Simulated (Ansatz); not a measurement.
[SiF5]- (SiF₅⁻). Total charge -1; singlet. Geometry PBE0-D4/def2-SVPD; atoms count from 1.

Cartesian coordinates in Å:
```
Si 0.000 0.000 0.000
F 1.315 0.788 -0.706
F -1.314 -0.788 0.708
F 0.084 1.024 1.297
F 0.853 -1.417 0.006
F -0.938 0.394 -1.304
```

Estimate the Mulliken populations from the PBE0/def2-TZVPD orbitals of Ansatz.


```csv
atom,charge (e)
Si1,0.96
F2,-0.44
F3,-0.44
F4,-0.36
F5,-0.36
F6,-0.36
```
Mulliken values depend strongly on the basis. With diffuse functions, as here, like atoms can get unlike values, and bond orders can come out too low or too high.

And the Mayer bond orders between heavy atoms (over 0.3)?

Si1–F2 0.96 (1.69 Å); Si1–F3 0.96 (1.69 Å); Si1–F4 0.93 (1.65 Å); Si1–F5 0.93 (1.65 Å); Si1–F6 0.93 (1.65 Å).
